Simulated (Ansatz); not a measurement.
An input meant for MoNO₃H₂²⁻, that is [MoO3(NH2)]- with one electron more (charge -2, doublet; atoms displaced at random, 0.15 Å in each coordinate).

```yaml
crystal:
  periodic: [false, false, false]
  atoms:
    - {symbol: Mo, position_ang: [0.555416, 0.735425, 0.151155]}
    - {symbol: O, position_ang: [0.439478, 0.716202, 1.819229]}
    - {symbol: O, position_ang: [1.902876, 0.584124, -0.755570]}
    - {symbol: O, position_ang: [-0.328078, 2.300456, -0.420529]}
    - {symbol: N, position_ang: [-0.590013, -0.899707, -0.573607]}
    - {symbol: H, position_ang: [0.087602, -1.837772, -0.516801]}
    - {symbol: H, position_ang: [-1.437174, -1.048324, -0.295936]}
basis:
  gaussian: {orbitals: def2-mTZVP, final_grid: {core_spheres: 1, valence_spheres: 1, degree: 3}}
total_charge: -2
magnetization: {spin_polarized: true, initial_magnetization: 1}
hamiltonian: {xc: {name: wB97M-V}}
scf: {omitted_lower_state_checks: [starts]}
output: {forces: true}
```

```sh
$ ansatz run in.yaml --threads 4 --pin off --events-out ev --progress --plain --max-ram 3916MiB
```

Output, abridged:

```
Functional definition: wB97M-V
1004 factors; their error is unknown
342 factors; integrals over basis functions are off by at most 1.2e-5 eV
mean field evaluation 1: about -9502.0180 eV, gradient 5.6e1 eV
mean field evaluation 2: about -9421.9044 eV, gradient 1.7e2 eV
mean field evaluation 4: about -9514.9455 eV, gradient 1.6e1 eV
mean field evaluation 8: about -9515.8571 eV, gradient 4.9e-1 eV
mean field evaluation 16: about -9489.2908 eV, gradient 1.2e2 eV
mean field evaluation 32: about -9554.3924 eV, gradient 1.4e1 eV
mean field -9559.73434808 eV, -351.3137574712 hartree, gradient 2.2e-5 eV, S^2 1.760526; 0 other end points of the search recorded, 0 dependent functions left out
reference -9559.73438722 eV, -351.3137589097 hartree; 25, 24 occupied and 105, 106 virtual orbitals, 1004 factors
Total energy: -9559.73438722 eV, -351.3137589097 hartree
Atom 0 at     0.555416     0.735425     0.151155 Å, force   -12.750534    -0.443447     3.593943 eV/Å
Atom 1 at     0.439478     0.716202     1.819229 Å, force    -2.557231    -0.354362    13.414868 eV/Å
Atom 2 at     1.902876     0.584124    -0.755570 Å, force    15.266430    -0.918052   -13.752386 eV/Å
Atom 3 at    -0.328078     2.300456    -0.420529 Å, force     0.167340     2.048149    -2.268809 eV/Å
Atom 4 at    -0.590013    -0.899707    -0.573607 Å, force     0.971786    -3.877771    -2.571310 eV/Å
Atom 5 at     0.087602    -1.837772    -0.516801 Å, force    -1.684743     3.494868     0.161882 eV/Å
Atom 6 at    -1.437174    -1.048324    -0.295936 Å, force     0.586952     0.050615     1.421812 eV/Å
Dipole moment:     0.195512     0.075152     0.577357 e Å
Checks for a lower state left out: starts
```

In this input the integration grid is far too coarse. The calculation finished and met its thresholds. The result belongs to that input, not to the species as meant.

In the def2 sets Mo takes a core potential; there is no spin–orbit coupling. A multiply charged anion in the gas phase is held together partly by the finite basis. The highest occupied level of an anion often lies above zero with these methods, and sets without diffuse functions describe the outer electron poorly. The charge -2 doublet is spin-contaminated (final ⟨S²⟩ up to 1.76, 0.75 for a pure state).
